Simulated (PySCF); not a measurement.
CH6ClFSi3.

```xyz
12

F      0.3405     0.7579    -1.8370
Si     0.5145     0.2150    -0.3107
Cl     2.4790     0.5711     0.2355
C     -0.0180    -1.5836    -0.2494
Si    -1.8690    -1.2610     0.1407
Si    -1.3214     0.8826     0.9926
H      0.2040    -2.1911    -1.1422
H      0.4499    -2.0730     0.6246
H     -2.4822    -2.2669     1.0586
H     -2.6701    -1.1620    -1.1161
H     -2.1112     2.0934     0.6255
H     -1.0276     0.8583     2.4589
```

Coordinates come from a r2SCAN-D4/def2-SVP optimisation. The structure was generated by enumeration; whether it is a known compound was not checked.

Computed with PBE/pcSseg-1 in PySCF. Non-relativistic, no solvent.

Task: Give the absolute GIAO shielding of each atom: isotropic value and principal components (ppm). (Estimate from the structure and the level; the computed values follow.)

Result: 
| atom | σ(iso) | σ11 | σ22 | σ33 | span |
|---|---|---|---|---|---|
| F1 | 301.3 | 247.2 | 300.2 | 356.5 | 109.3 |
| Si2 | 290.2 | 253.5 | 299.6 | 317.5 | 64.0 |
| Cl3 | 746.3 | 603.5 | 687.8 | 947.7 | 344.2 |
| C4 | 161.3 | 132.6 | 161.1 | 190.2 | 57.7 |
| Si5 | 414.2 | 380.9 | 415.3 | 446.3 | 65.3 |
| Si6 | 406.1 | 331.7 | 420.3 | 466.2 | 134.5 |
| H7 | 29.7 | 24.6 | 27.3 | 37.1 | 12.5 |
| H8 | 30.2 | 26.1 | 29.4 | 35.1 | 9.0 |
| H9 | 26.7 | 23.5 | 24.2 | 32.6 | 9.1 |
| H10 | 26.9 | 23.8 | 24.7 | 32.2 | 8.4 |
| H11 | 26.8 | 23.5 | 24.2 | 32.8 | 9.2 |
| H12 | 27.0 | 24.4 | 25.1 | 31.4 | 6.9 |
